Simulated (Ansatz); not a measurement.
All numbers were calculated with Ansatz.

Basis-set series for C$_{3}$H$_{8}$Cl$_{3}$NTi (`CC[N](C)[Ti]([Cl])([Cl])[Cl]`). The species carries charge 0 and has multiplicity 1. All single points use the PBE0-D4/def2-TZVP geometry. It is one conformer, not always the lowest.

```xyz
16

C    -1.274   -1.181   -0.919
C    -0.529    0.140   -0.884
N     0.471    0.218    0.173
C     1.622   -0.637    0.026
Ti    0.032    1.473    1.422
Cl    1.565    1.415    2.983
Cl   -0.018    3.433    0.412
Cl   -1.965    0.969    2.216
H    -2.035   -1.157   -1.701
H    -1.769   -1.365    0.037
H    -0.605   -2.017   -1.132
H    -1.251    0.955   -0.744
H    -0.035    0.345   -1.843
H     2.340   -0.442    0.821
H     1.339   -1.694    0.072
H     2.110   -0.454   -0.939
```

```json
{"functional": "PBE0-D4", "basis": "def2-TZVPP", "functions": "426", "energy (Eh)": "-2403.45861", "HOMO (eV)": "-7.59", "LUMO (eV)": "-2.82"}
{"functional": "PBE0-D4", "basis": "def2-QZVPP", "functions": "771", "energy (Eh)": "-2403.52496", "HOMO (eV)": "-7.61", "LUMO (eV)": "-2.84"}
{"functional": "ωB97M-V", "basis": "def2-TZVPP", "functions": "426", "energy (Eh)": "-2404.08673", "HOMO (eV)": "-9.81", "LUMO (eV)": "-0.65"}
{"functional": "ωB97M-V", "basis": "def2-QZVPP", "functions": "771", "energy (Eh)": "-2404.14979", "HOMO (eV)": "-9.84", "LUMO (eV)": "-0.68"}
```

Question: Give the rows for def2-SVP. (An estimate is asked.)

Answer: The calculation gave: 
```json
{"functional": "PBE0-D4", "basis": "def2-SVP", "functions": "181", "energy (Eh)": "-2402.68271", "HOMO (eV)": "-7.55", "LUMO (eV)": "-2.84"}
{"functional": "ωB97M-V", "basis": "def2-SVP", "functions": "181", "energy (Eh)": "-2403.30659", "HOMO (eV)": "-9.73", "LUMO (eV)": "-0.62"}
```

Scalar relativity is left out up to krypton.
